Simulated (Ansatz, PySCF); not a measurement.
Pulling on the Cd1–H2 bond in CdH2Se (SMILES [SeH][CdH]) (multiplicity 1 held, fragments rigid). Energies count from the point at 1.673 Å.
Geometry at that point (charge 0, multiplicity 1):
| atom | x (Å) | y (Å) | z (Å) |
|---|---|---|---|
| Cd | -0.5778 | -0.4349 | -0.7165 |
| H | -1.5269 | -1.1554 | -1.8906 |
| Se | 0.8327 | 0.6655 | 1.0152 |
| H | 0.9514 | -0.5964 | 1.7664 |

Restricted levels (R-, RO-) in cc, def2 and unpolarised 6-31G sets keep to the state of the molecule at rest. Unrestricted levels (U-) break spin symmetry where that is lower. Active spaces are followed from a long bond inwards. Levels need not reach the same state.

Frozen-core correlation. Filled d and f shells under p-block atoms count as core. Rows in LANL2DZ carry no dispersion term and start afresh at each structure. LANL2DZ brings its own core potentials from Na on.

Codes used: Ansatz (a program for electronic structure); PySCF for LANL2DZ rows. Each number belongs to the level named beside it. In def2 rows elements past Kr take small-core potentials, without spin–orbit coupling.

Energies in kJ/mol.

```tsv
R (Å)	U-HF/LANL2DZ	R-PBE/def2-TZVPP	R-B3LYP/def2-TZVPP	R-wB97X-V/def2-TZVPP	FIC-MRCISD+Q on CASSCF(2,2)/def2-TZVPP
1.338	133	105	107	106	108
1.506	31	20	20	19	20
1.673	0	0	0	0	0
1.840	8	13	13	16	14
2.007	36	41	43	48	44
2.258	96	95	99	111	99
2.509	144	149	155	176	153
2.927	182	226	238	274	224
3.346	196	284	301	355	265
3.847	202	331	354	430	287
4.517	204	367	397	502	295
5.353	205	388	425	559	296
```

Doubts at one or more of the structures used: a spin-contaminated determinant (U-HF/LANL2DZ); a restricted determinant that unrestricted orbitals would lower (R-PBE/def2-TZVPP, R-B3LYP/def2-TZVPP, R-wB97X-V/def2-TZVPP).
